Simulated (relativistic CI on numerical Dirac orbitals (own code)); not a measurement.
## Ligand-field terms of d7

Computed with a parametric ligand-field model of a d^n configuration (Racah B and C, spin-orbit zeta, crystal field), exact diagonalisation.

Field parameters in Wybourne normalisation: Td as Oh with Dq negative (B⁴₀ = 21Dq, B⁴₄ = √(5/14) B⁴₀). The field is a parameter set, without covalency.

B = 1030 cm⁻¹, C = 4910 cm⁻¹ (C/B = 4.77), Td, no spin-orbit coupling. Tanabe-Sugano data, E/B above the lowest term (Δ = |10Dq|; b, c mark the second and third term of a kind):

```
 Δ/B   4A2    4T2    4T1  4T1(b)     2E    2T1
 1.0  0.00   1.00   1.79   16.21  19.21  19.27
 2.8  0.00   2.80   4.94   18.45  20.01  20.41
 4.6  0.00   4.60   8.01   20.79  20.42  21.05
 6.4  0.00   6.40  10.96   23.24  20.68  21.44
 8.2  0.00   8.20  13.79   25.82  20.86  21.70
10.0  0.00  10.00  16.48   28.52  21.01  21.89
11.8  0.00  11.80  19.03   31.35  21.13  22.04
13.6  0.00  13.60  21.48   34.33  21.24  22.15
15.4  0.00  15.40  23.80   37.40  21.33  22.25
17.2  0.00  17.20  26.04   40.57  21.42  22.33
19.0  0.00  19.00  28.19   43.81  21.49  22.40
20.8  0.00  20.80  30.28   47.11  21.56  22.46
```

The ground term stays 4A2.
